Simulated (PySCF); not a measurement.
**Shifts of the heteroatoms**

Mapped SMILES: `[CH3:1][c:2]1[n:3][n:4]([CH3:5])[n:6][c:7]1[SiH3:8]`; H(Xn) means a hydrogen on atom n.

PySCF 2.14 calculation with geometry: GFN2-xTB and σ from GIAO-PBE0/pcSseg-1; non-relativistic Hamiltonian, gas phase, one conformer, one averaged value for each set of equivalent atoms.

Task: Where does 29Si resonate?

Result: 
```json
{"atoms": "Si8", "environment": "silicon bonded to C, 3 H", "σ (ppm)": "436.0", "δ (ppm)": "-78.4"}
```

Shieldings were converted by a linear fit to measured shifts: 29Si: δ = 279.94 − 0.822σ (rms 8.9 ppm, 72 shifts, 25.8 ppm with the 6 outliers that the fit left out vs TMS, solution or neat liquid). A few per cent of atoms miss by over 2 rms, more outside the fitted compound classes.

On a 500 MHz spectrometer 29Si resonates near 99.3 MHz, so 1 ppm is 99.3 Hz.

Task: What are the 15N shifts?

Result: 
```csv
atoms,environment,σ (ppm),δ (ppm)
N6,pyridine-type nitrogen of an azole,-119.9,-37.6
N3,pyridine-type nitrogen of an azole,-90.1,-65.1
N4,pyrrole-type ring nitrogen,-4.8,-143.6
```

Shieldings were converted by a linear fit to measured shifts: 15N (scatter 6.3 ppm rms vs CH3NO2, solution or neat liquid). Occasional misses reach two or three times the rms, and more in compound classes unlike the fitted ones.

On a 600 MHz spectrometer 15N resonates near 60.8 MHz, so 1 ppm is 60.8 Hz.
